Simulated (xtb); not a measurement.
As4, charge +1, doublet, at a GFN2-xTB geometry (a state made from the parent by changing its charge; the spin is typed, not shown lowest). Base run: GFN2-xTB (xtb).

Input for xtb:
```
$ xtb mol.xyz --gfn 2 --chrg 1 --uhf 1 --json

# file mol.xyz
4

As    -0.91408271     0.11757606    -1.17441154
As     0.56448145     1.36964334     0.18453076
As     0.91952912    -1.12533990    -0.34159932
As    -0.56992786    -0.36187950     1.33148010
```

Each row names what was changed in the base input (with any setting that the change needs).

```json
[
 {"change": "base", "ΔE vs base (kJ/mol)": "0.00", "SCF cycles": "12"},
 {"change": "alpb = benzene", "ΔE vs base (kJ/mol)": "-167.9", "SCF cycles": "12"},
 {"change": "file = coord", "ΔE vs base (kJ/mol)": "0.00", "SCF cycles": "12"},
 {"change": "acc = 0.0001", "ΔE vs base (kJ/mol)": "0.00", "SCF cycles": "15"}
]
```

ALPB and GBSA are two models with their own fitted parameters for each solvent, which aren't always the measured dielectric constant.
